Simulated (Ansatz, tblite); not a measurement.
Cost and result up the ladder for the cluster Ba₂S₂ (4 atoms). Charge 0, multiplicity 1. Geometry: r2SCAN-D4/def2-SVP.

```xyz
4

Ba    1.0008   -1.7506   -0.0044
Ba   -1.0002    1.7509    0.0186
S     1.6920    0.9677   -0.1039
S    -1.6927   -0.9679    0.0897
```

Ansatz on 4 threads of Arm Neoverse V2 on a shared host; xTB runs through tblite on one thread. Times are rough, summed over both states, and most runs start from the orbitals of an earlier one. PBE-QIDH/def2-TZVP serves as the yardstick here, not as an exact answer. The other state is a triplet at its own geometry.

In the def2 sets Ba takes a core potential; there is no spin–orbit coupling. The xTB rows come from tblite. Correlated methods freeze 10 core orbitals; core or outer-core shells of Ba are correlated, in sets that lack core-valence functions. At PBE0-D4/def2-TZVP a singlet of charge 0 lies 2.18 eV below the triplet, each at its own geometry. The structure comes from a short search, and lower isomers may exist.

Correlated methods converge slowly with the basis.

xTB has no spin-polarisation term.

```
                          level  functions  wall time  triplet − singlet (eV)  difference from PBE-QIDH/def2-TZVP (eV)
                       GFN1-xTB         36    0.008 s                    1.96                                    -0.41
                       GFN2-xTB         36    0.011 s                    1.32                                    -1.05
               PBE-D4/def2-TZVP        154      6.3 s                    2.03                                    -0.34
              RPA@PBE/def2-TZVP        154      8.9 s                    1.91                                    -0.46
PBE0-D4/def2-TZVP (with forces)        154      9.6 s                    2.18                                    -0.18
         CAM-B3LYP-D4/def2-TZVP        154       11 s                    2.29                                    -0.08
            r2SCAN-D4/def2-TZVP        154       13 s                    2.16                                    -0.21
             PBE-QIDH/def2-TZVP        154       15 s                    2.37                                     0.00
             BHLYP-D4/def2-TZVP        154       16 s                    2.22                                    -0.15
               B97M-V/def2-TZVP        154       24 s                    2.03                                    -0.34
              ωB97M-V/def2-TZVP        154       65 s                    2.53                                     0.16
```
